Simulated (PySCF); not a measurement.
A structure optimised at B3LYP-D3(BJ)/def2-SVP, used in a PySCF frequency run:

```xyz
12

B      0.2377    -0.2984     0.2219
C      1.6265    -0.7873    -0.3345
H      1.7517    -1.8733    -0.1769
H      2.4199    -0.3110     0.2740
H      1.8318    -0.5557    -1.3903
C     -0.2711    -0.7903     1.6278
H     -0.7695    -1.7648     1.4508
H     -1.0174    -0.1410     2.1111
H      0.5488    -0.9929     2.3375
P     -0.7542     1.0291    -0.7313
H     -2.0917     0.6346    -0.4456
H     -0.6810     0.5252    -2.0603
```
Charge 0, spin multiplicity 1.

Task: Write its SMILES and formula.

Result: CB(C)P, C2H8BP

Task: What are its rotational constants (standard atomic weights)?

Result: 7.2084, 3.8744, 2.6408 GHz
